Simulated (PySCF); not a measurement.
**C₆ coefficients of unlike pairs at UHF**

Calculated with PySCF 2.14 from the dipole response of each species, C₆(A,B) = (3/π) ∫ α_A(iu) α_B(iu) du, in atomic units, from isotropic polarisabilities. For ions this is the dispersion term alone; charge-induced terms of lower order in 1/R come first.

| species | configuration | basis | relativity | α (bohr³) | C₆ (like pair) |
| --- | --- | --- | --- | --- | --- |
| F²⁺ | [He] 2s2 2p3 (4S) | dyall-acv3z (15s9p4d2f) | none | 1.273 | 1.560 |
| Ti³⁺ | [Ar] 3d1 (2D) | aug-cc-pVTZ with one added diffuse shell each of s, p, d, f, g type (9s8p6d4f3g) | none | 2.180 | 5.566 |
| Xe³⁺ | [Kr] 4d10 5s2 5p3 (4S) | aug-cc-pVTZ-PP with ECP28MDF (6s5p4d2f) | core potential | 9.729 | 54.96 |
| Cr³⁺ | [Ar] 3d3 (4F) | def2-QZVPPD (11s6p5d3f2g) | none | 1.926 | 4.829 |

Task: Estimate C₆ for Cr³⁺ with Ti³⁺.

Result: The integral gives 5.171. The combination rule 2 C_A C_B / (C_A α_B/α_A + C_B α_A/α_B) gives 5.177 and the geometric mean 5.184.

No spin-orbit coupling is included.

The other pairs:

```csv
pair,C₆
"Xe³⁺, Ti³⁺",16.54
"Cr³⁺, F²⁺",2.730
"Cr³⁺, Xe³⁺",15.10
"Ti³⁺, F²⁺",2.939
"Xe³⁺, F²⁺",8.874
```
